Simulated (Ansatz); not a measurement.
Coupled-cluster diagnostics for La3⁺ (the lowest singlet isomer of a short search), Ansatz.

Geometry of the singlet (PBE-D4/def2-TZVP):

```csv
atom,x (Å),y (Å),z (Å)
La1,-0.018,1.004,-1.749
La2,-0.169,0.789,1.847
La3,0.187,-1.793,-0.098
```

In the def2 sets La takes a core potential; there is no spin–orbit coupling. Correlated methods freeze no core orbitals; core or outer-core shells of La are correlated, in sets that lack core-valence functions. At PBE0-D4/def2-TZVP a triplet of charge 1 lies 0.67 eV below the restricted singlet, each at its own geometry. The structure comes from a short search, and lower isomers may exist.

Task: Estimate the CCSD(T) correlation energy, the shares of MP2 and (T), T1 and the reference's ⟨S²⟩ for: charge 1, singlet, own geometry in def2-TZVPP; and the rough time on 2 threads of Arm Neoverse V1 on a shared host.

Result: 
```json
{"state": "charge 1, singlet, own geometry", "basis": "def2-TZVPP", "correlation (eV)": "-22.088", "MP2 share (%)": "94.4", "(T) share (%)": "7.7", "T1": "0.061", "⟨S²⟩ (pure)": "0.00 (0.00)", "wall time": "4.2 min", "remarks": "large T1, restricted SCF unstable"}
```
Customary marks for T1 are 0.02 (closed shells), 0.045 (open shells) and about 0.05 (3d metals). T1 exceeds 0.02 in 1 of 1 rows and 0.045 in 1; the higher it lies, the less the single-reference result can be trusted.
